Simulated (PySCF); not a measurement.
Input of a run (PBE0-D3(BJ)/def2-SVP geometry optimisation, gas phase (PySCF 2.14.0)), started from GFN2-xTB:
```
{"job": {"xc": "PBE0", "basis": "def2-SVP", "d3": "d3bj", "grid": 1, "kind": "geom"}, "charge": 0, "multiplicity": 1}
C     -3.227977    -0.453934     0.099314
O     -1.997552    -0.742518    -0.542936
C     -0.940295     0.088743    -0.237715
F     -1.333232     1.408216    -0.494697
C     -0.409626     0.026270     1.211911
C      1.043059    -0.439460     1.098716
C      1.484320     0.033216    -0.289218
C      2.724659    -0.667863    -0.811719
Cl     4.140886    -0.258037     0.193084
C      0.248919    -0.248400    -1.146345
H     -3.156152    -0.574537     1.184463
H     -3.940745    -1.169992    -0.302813
H     -3.557638     0.562631    -0.128712
H     -0.471982     1.023568     1.647681
H     -1.005726    -0.655605     1.815724
H      1.668486    -0.036564     1.892463
H      1.090683    -1.529035     1.139789
H      1.665498     1.111882    -0.263394
H      2.614559    -1.752083    -0.775492
H      2.959135    -0.354265    -1.828852
H      0.207998     0.341549    -2.059312
H      0.182312    -1.305378    -1.402790
```

Output (energies in Eh, forces in Eh/bohr):
```
step   0  E = -908.13263008  max force = 0.014404
step   1  E = -908.13440473  max force = 0.002287
step   2  E = -908.13449111  max force = 0.000544
step   3  E = -908.13451681  max force = 0.000333
step   4  E = -908.13454913  max force = 0.000636
step   5  E = -908.13459138  max force = 0.000745
step   6  E = -908.13464241  max force = 0.000755
step   7  E = -908.13468501  max force = 0.000650
step   8  E = -908.13472672  max force = 0.000755
step   9  E = -908.13477457  max force = 0.000602
step  10  E = -908.13482020  max force = 0.000549
step  11  E = -908.13484770  max force = 0.000585
step  12  E = -908.13485636  max force = 0.000595
step  13  E = -908.13485810  max force = 0.000316
optimisation converged
```

Problem. Summarise the run.

Solution. The energy falls by 5.8 kJ/mol over 14 energy and gradient evaluations, the largest force component goes from 0.0144 to 3.2e-04 Eh/bohr, and the atoms move by 0.237 Å rms after alignment. The bond that changes most is C3–C10 (sp3 C–F carbon to ring CH2 carbon), which shortens by 0.016 Å. Bonds longer at the end by more than 0.005 Å: 14 of 22; shorter: 5. Among the dihedrals that turn most is F4–C3–C5–H14, from -1° to 21°. The energy never rose by more than 1e-6 Eh on the way. The first step brought 80 % of the lowering.

Problem. What are the final bond lengths?

Solution. C1–O2 1.406 Å, O2–C3 1.370 Å, C3–F4 1.394 Å, C3–C5 1.541 Å, C5–C6 1.538 Å, C6–C7 1.534 Å, C7–C8 1.510 Å, C8–Cl9 1.791 Å, C7–C10 1.526 Å, C3–C10 1.518 Å, C1–H11 1.105 Å, C1–H12 1.098 Å, C1–H13 1.102 Å, C5–H14 1.099 Å, C5–H15 1.099 Å, C6–H16 1.098 Å, C6–H17 1.103 Å, C7–H18 1.103 Å, C8–H19 1.101 Å, C8–H20 1.099 Å, C10–H21 1.099 Å, C10–H22 1.103 Å. Numbering counts from 1 in the input's order; the species is `[C@H]1(CCl)C[C@@](CC1)(F)OC`.

The run used 204 basis functions and 82 SCF cycles in all. Cost: about 13 min of CPU time on one thread; the machine was shared, so the figure is rough.

Stationary, but not proved a minimum. The numbers are those of one conformer.
